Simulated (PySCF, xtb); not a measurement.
C₃H₆F₂Si, SMILES C(=C)C[SiH](F)F.

GFN2-xTB (xtb 6.7.1) at its own geometry gives an orbital gap of 5.10 eV and a dipole moment of 2.21 D.

Coordinates come from a B3LYP-D3(BJ)/def2-SVP optimisation. The values are those of a single conformer.

Q: What does M06-2X/def2-TZVP (PySCF) give? (The exact figures need the calculation; the answer reports its results.)

A: gap 9.33 eV (levels -8.76 and 0.56 eV), dipole 2.07 D.
